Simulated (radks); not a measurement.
Problem. These are the eigenvalues of the occupied orbitals of an atom or ion with whole-number occupations (hartree). Calculated with a radial shooting solver on a logarithmic mesh with Libxc functionals: scalar-relativistic Kohn-Sham, SCAN, spin-polarised, spherical densities, finite nucleus; meta-GGA in the generalised Kohn-Sham scheme; Fermi nuclear charge, rms radius of each element as measured or else 0.836 A^(1/3) + 0.57 fm.

orbital  eigenvalue
1s        -1266.094
2s        -198.3871
2p        -177.9511
3s        -41.48821
3p        -34.83313
3d        -24.99665
4s         -8.22535
4p         -6.10577
4d         -3.00924
5s         -1.47207
5p         -0.98990

Which element is it, and in what charge state? The configuration may be excited.

Solution. Z = 54, xenon, charge +2: Xe2+ in [Kr] 4d10 5s2 5p(up 2, down 2). The list shows which subshells hold electrons but not how many an open one holds; the 1s level, -1266.1 hartree, gives Z - s = 50.3 by -(Z - s)^2/2, which with screening and relativity narrows Z to a few neighbours, and the depths of the outer levels then fix element, charge and occupations together.
